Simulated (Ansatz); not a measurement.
Results of the Gaussian-basis code of Ansatz.

A structure relaxed at PBE0-D4/def2-TZVP, charge 0, multiplicity 1:

Cartesian coordinates in Å:
```
O -0.2868 -1.3791 -1.0811
In 0.2208 0.3794 -0.3482
O -0.0088 0.8716 1.5471
Cl 1.1243 1.9312 -1.7728
H -0.6522 -1.9708 -0.4181
H -0.3975 0.1678 2.0732
```

Q: Give its formula and SMILES.

A: ClH2InO2, `[OH][In]([OH])[Cl]`.

Q: Point group (tolerance 0.08 Å, 0.16 Å for H)?

A: C2v.

Q: Summarise the bond lengths by kind.

A: 2 × In–O 1.972 Å; 2 × H–O 0.961 Å; 1 × Cl–In 2.292 Å.
